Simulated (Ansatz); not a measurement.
Ansatz (a first-principles code) input (r2SCANh/def2-TZVPD):

Ansatz 0.2 input:
```yaml
crystal:
  periodic: [false, false, false]
  atoms:
    - {symbol: C, position_ang: [-1.85811422, 1.48131238, 0.15701618]}
    - {symbol: Si, position_ang: [-0.77277819, 0.36046751, 1.12291437]}
    - {symbol: C, position_ang: [-1.44249834, -1.39205916, 1.20238597]}
    - {symbol: Si, position_ang: [1.32217956, 0.29307345, 0.04822735]}
    - {symbol: Cl, position_ang: [1.02947484, -0.59629100, -1.81697584]}
    - {symbol: H, position_ang: [-2.40069087, 1.14453359, -0.71948312]}
    - {symbol: H, position_ang: [-1.92698504, 2.54547865, 0.35103357]}
    - {symbol: H, position_ang: [-0.55290114, 0.91590765, 2.48501412]}
    - {symbol: H, position_ang: [-1.54643037, -1.80254822, 0.19642811]}
    - {symbol: H, position_ang: [-0.76917130, -2.04195308, 1.76402882]}
    - {symbol: H, position_ang: [-2.42103056, -1.41253475, 1.68503127]}
    - {symbol: H, position_ang: [1.90244139, 1.63454638, -0.19060030]}
    - {symbol: H, position_ang: [2.32575194, -0.53157628, 0.76473999]}
basis:
  gaussian:
    orbitals: def2-TZVPD
hamiltonian:
  xc: {name: r2SCANh}
magnetization: {spin_polarized: true, initial_magnetization: 1}
output: {forces: true}
```

End of the output:

```
integrals: 0.30 GiB planned
1586 factors; their error is unknown
0.45 GiB of the device are held for the grids
1.94 GiB of device memory are held for the factors and their scratch space
mean field: 2.19 GiB planned
mean field evaluation 1: about -30466.7661 eV, gradient 5.1e1 eV
mean field evaluation 2: about -30434.8970 eV, gradient 7.6e1 eV
mean field evaluation 4: about -30480.0996 eV, gradient 9.2e0 eV
mean field evaluation 8: about -30480.6169 eV, gradient 1.7e-1 eV
mean field evaluation 16: about -30480.6034 eV, gradient 3.8e-3 eV
mean field -30480.60344330 eV, -1120.1415160461 hartree, gradient 4.9e-5 eV, S^2 0.757895; 0 other end points of the search recorded, 0 dependent functions left out
the calculation of the forces begins
reference -30480.60346908 eV, -1120.1415169936 hartree; 33, 32 occupied and 245, 246 virtual orbitals, 1586 factors
Total energy: -30480.60346908 eV, -1120.1415169936 hartree
Atom 0 at    -1.858114     1.481312     0.157016 Å, force     0.011951    -0.005256     0.007596 eV/Å
Atom 1 at    -0.772778     0.360468     1.122914 Å, force    -0.027911    -0.112508    -0.067312 eV/Å
Atom 2 at    -1.442498    -1.392059     1.202386 Å, force     0.040030     0.076200     0.003865 eV/Å
Atom 3 at     1.322180     0.293073     0.048227 Å, force    -0.104523    -0.087418    -0.155298 eV/Å
Atom 4 at     1.029475    -0.596291    -1.816976 Å, force     0.038351     0.087700     0.177688 eV/Å
Atom 5 at    -2.400691     1.144534    -0.719483 Å, force    -0.001859     0.002051     0.006857 eV/Å
Atom 6 at    -1.926985     2.545479     0.351034 Å, force     0.000851    -0.008733    -0.002301 eV/Å
Atom 7 at    -0.552901     0.915908     2.485014 Å, force     0.006235     0.012882     0.036304 eV/Å
Atom 8 at    -1.546430    -1.802548     0.196428 Å, force    -0.002601     0.008159     0.020770 eV/Å
Atom 9 at    -0.769171    -2.041953     1.764029 Å, force    -0.021326     0.016047    -0.013218 eV/Å
Atom 10 at    -2.421031    -1.412535     1.685031 Å, force     0.020354     0.003123    -0.009447 eV/Å
Atom 11 at     1.902441     1.634546    -0.190600 Å, force     0.018404     0.023096    -0.010989 eV/Å
Atom 12 at     2.325752    -0.531576     0.764740 Å, force     0.022044    -0.015342     0.005485 eV/Å
Dipole moment:    -0.206978     0.063701     0.267146 e Å
```

It need not be the lowest isomer of its formula.
